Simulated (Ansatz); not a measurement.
Ansatz (a quantum-chemistry and plane-wave program) input (B3LYP/6-31G*):

Ansatz 0.2 input:
```yaml
crystal:
  periodic: [false, false, false]
  atoms:
    - {symbol: C, position_ang: [-2.78726048, -0.62520017, 0.26020670]}
    - {symbol: Si, position_ang: [-1.90366261, 0.79893371, 1.09698889]}
    - {symbol: O, position_ang: [-0.28655524, 0.85030377, 0.66384163]}
    - {symbol: Si, position_ang: [1.08252258, 0.36553173, -0.03982524]}
    - {symbol: Cl, position_ang: [0.86334780, 0.32289182, -2.09640979]}
    - {symbol: Cl, position_ang: [1.59025783, -1.53662870, 0.59601199]}
    - {symbol: H, position_ang: [-3.84421290, -0.63802366, 0.55395420]}
    - {symbol: H, position_ang: [-2.74307289, -0.53746564, -0.83096234]}
    - {symbol: H, position_ang: [-2.34908486, -1.58888843, 0.54244976]}
    - {symbol: H, position_ang: [-1.95478042, 0.66623010, 2.57543074]}
    - {symbol: H, position_ang: [-2.49617972, 2.10283223, 0.70419198]}
    - {symbol: H, position_ang: [2.18800063, 1.27509724, 0.28943386]}
basis:
  gaussian:
    orbitals: 6-31G*
hamiltonian:
  xc: {name: B3LYP}
phonons: {temperatures: {t_min: 298.15, t_max: 298.15, t_step: 100}}
```

Output:

```
Functional definition: B3LYP
integrals: 0.08 GiB planned
1232 factors; integrals over basis functions are off by at most 6.6e-4 eV
mean field: 0.72 GiB planned
mean field evaluation 1: about -43979.6708 eV, gradient 6.5e1 eV
mean field evaluation 2: about -43966.9122 eV, gradient 1.0e2 eV
mean field evaluation 4: about -43987.7189 eV, gradient 4.2e0 eV
mean field evaluation 8: about -43987.7806 eV, gradient 4.5e-2 eV
mean field -43987.78056781 eV, -1616.5211198784 hartree, gradient 2.4e-5 eV, S^2 0.000000; 0 other end points of the search recorded, 0 dependent functions left out
the calculation of the forces begins
reference -43987.78086071 eV, -1616.5211306422 hartree; 41, 41 occupied and 77, 77 virtual orbitals, 1232 factors
these checks for a lower state are left out or cut short: stability, starts, cluster_reference, orbital_swaps, neighbouring_geometries, increment
integrals: 0.08 GiB planned
1232 factors; integrals over basis functions are off by at most 6.6e-4 eV
mean field: 0.72 GiB planned
mean field evaluation 16: about -43987.7603 eV, gradient 1.3e-1 eV
mean field -43987.78042349 eV, -1616.5211145746 hartree, gradient 8.9e-7 eV, S^2 0.000000; 0 other end points of the search recorded, 0 dependent functions left out
the calculation of the forces begins
reference -43987.78071639 eV, -1616.5211253386 hartree; 41, 41 occupied and 77, 77 virtual orbitals, 1232 factors
these checks for a lower state are left out or cut short: stability, starts, cluster_reference, orbital_swaps, neighbouring_geometries, increment
integrals: 0.08 GiB planned
1232 factors; integrals over basis functions are off by at most 6.6e-4 eV
mean field: 0.72 GiB planned
mean field -43987.78041562 eV, -1616.5211142857 hartree, gradient 1.2e-6 eV, S^2 0.000000; 0 other end points of the search recorded, 0 dependent functions left out
the calculation of the forces begins
reference -43987.78070852 eV, -1616.5211250493 hartree; 41, 41 occupied and 77, 77 virtual orbitals, 1232 factors
these checks for a lower state are left out or cut short: stability, starts, cluster_reference, orbital_swaps, neighbouring_geometries, increment
integrals: 0.08 GiB planned
1232 factors; integrals over basis functions are off by at most 6.6e-4 eV
mean field: 0.72 GiB planned
mean field evaluation 32: about -43987.7804 eV, gradient 1.4e-6 eV
mean field -43987.78042974 eV, -1616.5211148044 hartree, gradient 1.4e-6 eV, S^2 0.000000; 0 other end points of the search recorded, 0 dependent functions left out
the calculation of the forces begins
reference -43987.78072262 eV, -1616.5211255677 hartree; 41, 41 occupied and 77, 77 virtual orbitals, 1232 factors
these checks for a lower state are left out or cut short: stability, starts, cluster_reference, orbital_swaps, neighbouring_geometries, increment
integrals: 0.08 GiB planned
1232 factors; integrals over basis functions are off by at most 6.6e-4 eV
mean field: 0.72 GiB planned
mean field -43987.78043003 eV, -1616.5211148152 hartree, gradient 2.7e-6 eV, S^2 0.000000; 0 other end points of the search recorded, 0 dependent functions left out
the calculation of the forces begins
reference -43987.78072294 eV, -1616.5211255795 hartree; 41, 41 occupied and 77, 77 virtual orbitals, 1232 factors
these checks for a lower state are left out or cut short: stability, starts, cluster_reference, orbital_swaps, neighbouring_geometries, increment
integrals: 0.08 GiB planned
1232 factors; integrals over basis functions are off by at most 6.6e-4 eV
mean field: 0.72 GiB planned
mean field -43987.78041380 eV, -1616.5211142189 hartree, gradient 1.9e-6 eV, S^2 0.000000; 0 other end points of the search recorded, 0 dependent functions left out
the calculation of the forces begins
reference -43987.78070668 eV, -1616.5211249820 hartree; 41, 41 occupied and 77, 77 virtual orbitals, 1232 factors
these checks for a lower state are left out or cut short: stability, starts, cluster_reference, orbital_swaps, neighbouring_geometries, increment
integrals: 0.08 GiB planned
1232 factors; integrals over basis functions are off by at most 6.6e-4 eV
mean field: 0.72 GiB planned
mean field -43987.78041706 eV, -1616.5211143384 hartree, gradient 2.7e-6 eV, S^2 0.000000; 0 other end points of the search recorded, 0 dependent functions left out
the calculation of the forces begins
reference -43987.78070997 eV, -1616.5211251029 hartree; 41, 41 occupied and 77, 77 virtual orbitals, 1232 factors
these checks for a lower state are left out or cut short: stability, starts, cluster_reference, orbital_swaps, neighbouring_geometries, increment
integrals: 0.08 GiB planned
1232 factors; integrals over basis functions are off by at most 6.6e-4 eV
mean field: 0.72 GiB planned
mean field -43987.78045102 eV, -1616.5211155863 hartree, gradient 2.0e-6 eV, S^2 0.000000; 0 other end points of the search recorded, 0 dependent functions left out
[...]
integrals: 0.08 GiB planned
1232 factors; integrals over basis functions are off by at most 6.6e-4 eV
mean field: 0.72 GiB planned
mean field -43987.78055333 eV, -1616.5211193464 hartree, gradient 1.9e-6 eV, S^2 0.000000; 0 other end points of the search recorded, 0 dependent functions left out
the calculation of the forces begins
reference -43987.78084622 eV, -1616.5211301099 hartree; 41, 41 occupied and 77, 77 virtual orbitals, 1232 factors
these checks for a lower state are left out or cut short: stability, starts, cluster_reference, orbital_swaps, neighbouring_geometries, increment
integrals: 0.08 GiB planned
1232 factors; integrals over basis functions are off by at most 6.6e-4 eV
mean field: 0.72 GiB planned
mean field evaluation 384: about -43987.7806 eV, gradient 4.5e-6 eV
mean field -43987.78055158 eV, -1616.5211192820 hartree, gradient 2.2e-6 eV, S^2 0.000000; 0 other end points of the search recorded, 0 dependent functions left out
the calculation of the forces begins
reference -43987.78084449 eV, -1616.5211300461 hartree; 41, 41 occupied and 77, 77 virtual orbitals, 1232 factors
these checks for a lower state are left out or cut short: stability, starts, cluster_reference, orbital_swaps, neighbouring_geometries, increment
integrals: 0.08 GiB planned
1232 factors; integrals over basis functions are off by at most 6.6e-4 eV
mean field: 0.72 GiB planned
mean field -43987.78052087 eV, -1616.5211181536 hartree, gradient 9.4e-7 eV, S^2 0.000000; 0 other end points of the search recorded, 0 dependent functions left out
the calculation of the forces begins
reference -43987.78081378 eV, -1616.5211289178 hartree; 41, 41 occupied and 77, 77 virtual orbitals, 1232 factors
these checks for a lower state are left out or cut short: stability, starts, cluster_reference, orbital_swaps, neighbouring_geometries, increment
integrals: 0.08 GiB planned
1232 factors; integrals over basis functions are off by at most 6.6e-4 eV
mean field: 0.72 GiB planned
mean field -43987.78052279 eV, -1616.5211182242 hartree, gradient 2.7e-6 eV, S^2 0.000000; 0 other end points of the search recorded, 0 dependent functions left out
the calculation of the forces begins
reference -43987.78081568 eV, -1616.5211289876 hartree; 41, 41 occupied and 77, 77 virtual orbitals, 1232 factors
these checks for a lower state are left out or cut short: stability, starts, cluster_reference, orbital_swaps, neighbouring_geometries, increment
integrals: 0.08 GiB planned
1232 factors; integrals over basis functions are off by at most 6.6e-4 eV
mean field: 0.72 GiB planned
mean field -43987.78055686 eV, -1616.5211194761 hartree, gradient 1.1e-6 eV, S^2 0.000000; 0 other end points of the search recorded, 0 dependent functions left out
the calculation of the forces begins
reference -43987.78084975 eV, -1616.5211302396 hartree; 41, 41 occupied and 77, 77 virtual orbitals, 1232 factors
these checks for a lower state are left out or cut short: stability, starts, cluster_reference, orbital_swaps, neighbouring_geometries, increment
integrals: 0.08 GiB planned
1232 factors; integrals over basis functions are off by at most 6.6e-4 eV
mean field: 0.72 GiB planned
mean field -43987.78055757 eV, -1616.5211195023 hartree, gradient 1.2e-6 eV, S^2 0.000000; 0 other end points of the search recorded, 0 dependent functions left out
the calculation of the forces begins
reference -43987.78085048 eV, -1616.5211302664 hartree; 41, 41 occupied and 77, 77 virtual orbitals, 1232 factors
these checks for a lower state are left out or cut short: stability, starts, cluster_reference, orbital_swaps, neighbouring_geometries, increment
integrals: 0.08 GiB planned
1232 factors; integrals over basis functions are off by at most 6.6e-4 eV
mean field: 0.72 GiB planned
mean field evaluation 416: about -43987.7805 eV, gradient 1.0e-6 eV
mean field -43987.78052944 eV, -1616.5211184684 hartree, gradient 1.0e-6 eV, S^2 0.000000; 0 other end points of the search recorded, 0 dependent functions left out
the calculation of the forces begins
reference -43987.78082237 eV, -1616.5211292333 hartree; 41, 41 occupied and 77, 77 virtual orbitals, 1232 factors
these checks for a lower state are left out or cut short: stability, starts, cluster_reference, orbital_swaps, neighbouring_geometries, increment
integrals: 0.08 GiB planned
1232 factors; integrals over basis functions are off by at most 6.6e-4 eV
mean field: 0.72 GiB planned
mean field -43987.78052930 eV, -1616.5211184634 hartree, gradient 1.1e-6 eV, S^2 0.000000; 0 other end points of the search recorded, 0 dependent functions left out
the calculation of the forces begins
reference -43987.78082218 eV, -1616.5211292262 hartree; 41, 41 occupied and 77, 77 virtual orbitals, 1232 factors
these checks for a lower state are left out or cut short: stability, starts, cluster_reference, orbital_swaps, neighbouring_geometries, increment
integrals: 0.08 GiB planned
1232 factors; integrals over basis functions are off by at most 6.6e-4 eV
mean field: 0.72 GiB planned
mean field -43987.78053952 eV, -1616.5211188387 hartree, gradient 2.5e-6 eV, S^2 0.000000; 0 other end points of the search recorded, 0 dependent functions left out
the calculation of the forces begins
reference -43987.78083242 eV, -1616.5211296027 hartree; 41, 41 occupied and 77, 77 virtual orbitals, 1232 factors
these checks for a lower state are left out or cut short: stability, starts, cluster_reference, orbital_swaps, neighbouring_geometries, increment
integrals: 0.08 GiB planned
1232 factors; integrals over basis functions are off by at most 6.6e-4 eV
mean field: 0.72 GiB planned
mean field -43987.78053981 eV, -1616.5211188494 hartree, gradient 2.2e-6 eV, S^2 0.000000; 0 other end points of the search recorded, 0 dependent functions left out
the calculation of the forces begins
reference -43987.78083270 eV, -1616.5211296130 hartree; 41, 41 occupied and 77, 77 virtual orbitals, 1232 factors
these checks for a lower state are left out or cut short: stability, starts, cluster_reference, orbital_swaps, neighbouring_geometries, increment
integrals: 0.08 GiB planned
1232 factors; integrals over basis functions are off by at most 6.6e-4 eV
mean field: 0.72 GiB planned
mean field -43987.78055739 eV, -1616.5211194955 hartree, gradient 1.6e-6 eV, S^2 0.000000; 0 other end points of the search recorded, 0 dependent functions left out
the calculation of the forces begins
reference -43987.78085028 eV, -1616.5211302590 hartree; 41, 41 occupied and 77, 77 virtual orbitals, 1232 factors
these checks for a lower state are left out or cut short: stability, starts, cluster_reference, orbital_swaps, neighbouring_geometries, increment
integrals: 0.08 GiB planned
1232 factors; integrals over basis functions are off by at most 6.6e-4 eV
mean field: 0.72 GiB planned
mean field -43987.78055786 eV, -1616.5211195127 hartree, gradient 1.5e-6 eV, S^2 0.000000; 0 other end points of the search recorded, 0 dependent functions left out
the calculation of the forces begins
reference -43987.78085076 eV, -1616.5211302768 hartree; 41, 41 occupied and 77, 77 virtual orbitals, 1232 factors
Total energy: -43987.78086071 eV, -1616.5211306422 hartree
Atom 0 at    -2.787260    -0.625200     0.260207 Å, force     0.001363    -0.000167    -0.000903 eV/Å
Atom 1 at    -1.903663     0.798934     1.096989 Å, force     0.000396     0.000279     0.000183 eV/Å
Atom 2 at    -0.286555     0.850304     0.663842 Å, force    -0.001526     0.000093    -0.000149 eV/Å
Atom 3 at     1.082523     0.365532    -0.039825 Å, force     0.001010     0.000135     0.001184 eV/Å
Atom 4 at     0.863348     0.322892    -2.096410 Å, force    -0.000523     0.000029    -0.000618 eV/Å
Atom 5 at     1.590258    -1.536629     0.596012 Å, force     0.000164    -0.000205    -0.000131 eV/Å
Atom 6 at    -3.844213    -0.638024     0.553954 Å, force    -0.001105     0.000354     0.000320 eV/Å
Atom 7 at    -2.743073    -0.537466    -0.830962 Å, force    -0.000180    -0.000145     0.000567 eV/Å
Atom 8 at    -2.349085    -1.588888     0.542450 Å, force     0.000149     0.000297     0.000041 eV/Å
Atom 9 at    -1.954780     0.666230     2.575431 Å, force    -0.000099    -0.000168    -0.000261 eV/Å
Atom 10 at    -2.496180     2.102832     0.704192 Å, force     0.000352    -0.000432    -0.000143 eV/Å
Atom 11 at     2.188001     1.275097     0.289434 Å, force    -0.000002    -0.000068    -0.000089 eV/Å
Dipole moment:    -0.340830     0.122789     0.172993 e Å
Vibrations: 5.70 26.75 34.60 159.64 171.95 221.67 245.61 320.36 477.16 505.55 570.29 589.32 694.38 743.00 781.21 824.96 851.78 906.01 959.79 985.57 1143.40 1337.89 1487.54 1493.30 2260.63 2262.79 2346.07 3048.73 3121.63 3132.85 cm⁻¹, zero-point energy 1.965776 eV
```

The blocks after the first are displaced geometries, from whose forces the wavenumbers follow.
